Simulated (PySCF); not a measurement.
## Orbital energies and ionisation energy

C6H13As.
Numbering: `[CH3:1][CH2:2][CH2:3]/[CH:4]=[CH:5]/[CH2:6][AsH2:7]` (hydrogens: H8, H9, H10 on C1; H11, H12 on C2; H13, H14 on C3; H15 on C4; H16 on C5; H17, H18 on C6; H19, H20 on As7)

Cartesian coordinates in Å at the PBE0-D3(BJ)/def2-SVP level; atoms count from 1:
```
atom  x, y, z in Å
C1     3.2646   -0.8645    0.3155
C2     1.7782   -0.9123    0.0014
C3     1.2143    0.4374   -0.4447
C4    -0.2393    0.3831   -0.7861
C5    -1.2079    1.0637   -0.1625
C6    -2.6599    0.9649   -0.4756
As7   -3.6223    0.0382    1.0078
H8     3.8495   -0.5516   -0.5645
H9     3.6432   -1.8474    0.6346
H10    3.4794   -0.1467    1.1236
H11    1.2155   -1.2573    0.8857
H12    1.5870   -1.6622   -0.7864
H13    1.7873    0.7830   -1.3258
H14    1.3826    1.1889    0.3457
H15   -0.5207   -0.2920   -1.6069
H16   -0.9300    1.7287    0.6667
H17   -2.8357    0.4371   -1.4230
H18   -3.1217    1.9632   -0.5455
H19   -3.1612   -1.3589    0.6045
H20   -4.9421   -0.1114    0.2519
```

Level: PBE0/def2-SVPD (PySCF). Frontier orbitals with their largest atomic shares (Löwdin; up to four atoms above 4 %):

```csv
orbital,ε (eV),main atoms
HOMO−3,-9.36,"C4 16 %, C3 16 %, C5 10 %, C6 10 %"
HOMO−2,-9.17,"C2 25 %, C3 15 %, C1 11 %, H12 10 %"
HOMO−1,-7.42,"As7 49 %, C5 10 %, H20 9 %, C6 8 %"
HOMO,-6.77,?
LUMO,0.01,"C4 24 %, C5 22 %, As7 19 %, C6 7 %"
LUMO+1,0.27,"As7 38 %, C6 14 %, H20 12 %, H19 9 %"
LUMO+2,0.81,"As7 49 %, H19 18 %, C6 7 %, H20 5 %"
```

**Question.** What vertical ionisation energy does ΔSCF give, and how far is −ε(HOMO) from it?

**Answer.** ΔSCF: 8.49 eV (820 kJ/mol; threshold wavelength 146 nm); ⟨S²⟩ of the doublet left behind is 0.755, against 0.75 for a pure doublet. −ε(HOMO) is 6.77 eV, 1.72 eV below it. In exact Kohn–Sham theory the two would be equal; PBE0 (global hybrid, 25 % exact exchange) falls short of its own ΔSCF value by 20 %. Holes in the HOMO−1 and HOMO−2 were tried too where these lie within 1.2 eV of the HOMO; the lowest converged state counts.

**Question.** On which atoms does the HOMO lie?

**Answer.** As7 (arsenic bonded to C and 2 H) 24 %, C4 (alkene CH carbon) 23 %, C5 (alkene CH carbon) 21 %, C6 (allylic carbon) 12 %, so no atom holds as much as 40 %. The HOMO−1 lies 0.65 eV lower.

**Question.** What total energies stand behind the ΔSCF value?

**Answer.** E(N) = -2471.31883 Eh and E(N − 1) = -2471.00665 Eh at the same geometry, 0.31218 Eh apart.

**Question.** Shift the occupied levels rigidly so that −ε(HOMO) equals the ΔSCF value. What binding energies result?

**Answer.** The shift is +1.72 eV: HOMO 8.49, HOMO−1 9.14, HOMO−2 10.89, HOMO−3 11.08 eV. A rigid shift is only a rough guide to the deeper ionisations.

The structure is a single PBE0-D3(BJ)/def2-SVP conformer in the gas phase; no vibrational or solvent corrections. The calculation is non-relativistic, for arsenic too.

The run behind these numbers computed excited states and ΔSCF ions as well. Time: 3.6 min (with the writing of density and orbital grids); peak memory 1.0 GiB. Hardware: an Arm Neoverse V2 with one thread, shared host.
